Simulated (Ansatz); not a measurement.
Reaction (formal exchange of groups at a B–C bond): `OC(F)B(F)F` + CH₃OH → `OB(F)F` + `CC(O)F`

Isolated molecules relaxed with PBE0-D4/def2-TZVP in Ansatz; ΔE leaves out vibrations. CBS: MP2 limit from def2 TZ/QZ plus the TZ coupled-cluster correction, frozen cores. This one scheme is used for every species. DFT in def2-TZVPP. One conformer a species, not always the lowest.

```
           level  ΔE (eV)
         LC-ωPBE    -2.39
CCSD(T)/def2-SVP    -2.52
```

(1) What does CCSD(T)/CBS give? (Estimate.)

Largest T1 diagnostic among the species: 0.013.

Answers

(1) The calculation gave: -2.44 eV. The listed levels differ from it by 0.05, -0.08 eV.

From r2SCAN to r2SCAN0 (25 % exact exchange), in def2-TZVPP and without D4, ΔE moves by −0.04 eV. At CCSD(T), def2-SVP lies −0.09 eV from the extrapolated value and def2-TZVPP +0.01 eV.
